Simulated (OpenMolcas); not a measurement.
## Exact exchange and the dipole moment of C2H5BO

C2H5BO has 9 atoms, charge 0, and is taken as a singlet. As SMILES, `B1CCO1`. The shape is that of a PBE0-D4/def2-TZVP optimisation.

The dipole moment y, in D, basis def2-SVP; a is the functional's share of exact exchange. Programs: OpenMolcas 26.06.

```
functional     program     a  y (D)
    revPBE  OpenMolcas     0   1.73
      TPSS  OpenMolcas     0   1.76
     B3LYP  OpenMolcas   0.2   1.78
      PBE0  OpenMolcas  0.25      ?
     BHLYP  OpenMolcas   0.5   1.86
```

Question: Fit y = c + s·a to the known rows and predict PBE0.

Answer: 
1. Means of the 4 rows: a = 0.1750, y = 1.782.
2. Σ(Δa)² = 0.1675, Σ(Δa·Δy) = 0.03825, so the slope is 0.03825/0.1675 = 0.22836.
3. Intercept: 1.782 − (0.22836) × 0.1750 = 1.742. The largest residual of the fit is 0.018.
4. PBE0: 1.742 + (0.22836) × 0.25 = 1.80 D.

The run gave 1.81 D, so the prediction is off by -0.01 D, within the largest residual. More exact exchange makes the molecule more polar here.
